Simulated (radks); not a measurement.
All-electron atom: In30+ in [Ar] 3d1 (the NIST ground configuration).

Calculated with a radial shooting solver on a logarithmic mesh with Libxc functionals: scalar-relativistic Kohn-Sham, PBE, spin-unpolarised, spherical densities, finite nucleus; Fermi nuclear charge, rms radius 4.6156 fm.

Energy parts (eV):
part                       energy
total                 -142780.356
kinetic                149532.456
electron-nucleus      -315391.127
Hartree                 26080.879
exchange-correlation    -3002.564

Orbitals (lengths in bohr, moments of r in powers of bohr):
[
 {"orbital": "1s", "occ.": "2", "eigenvalue (eV)": "-29217.68", "<r^4>": "3.719e-06", "<1/r>": "51.85"},
 {"orbital": "2s", "occ.": "2", "eigenvalue (eV)": "-5593.440", "<r^4>": "0.0006213", "<1/r>": "11.92"},
 {"orbital": "2p", "occ.": "6", "eigenvalue (eV)": "-5177.351", "<r^4>": "0.0004425", "<1/r>": "11.45"},
 {"orbital": "3s", "occ.": "2", "eigenvalue (eV)": "-2002.364", "<r^4>": "0.01989", "<1/r>": "4.631"},
 {"orbital": "3p", "occ.": "6", "eigenvalue (eV)": "-1868.586", "<r^4>": "0.01921", "<1/r>": "4.459"},
 {"orbital": "3d", "occ.": "1", "eigenvalue (eV)": "-1691.345", "<r^4>": "0.01357", "<1/r>": "4.266"}
]

The highest occupied level is 3d at -1691.3 eV. Summed over all electrons, <r^2> = 1.126 bohr^2, which gives a Langevin (diamagnetic) susceptibility term of -0.892 x 10^-6 cm^3/mol. The density falls to 0.001 e/bohr^3 at r = 0.92 bohr.
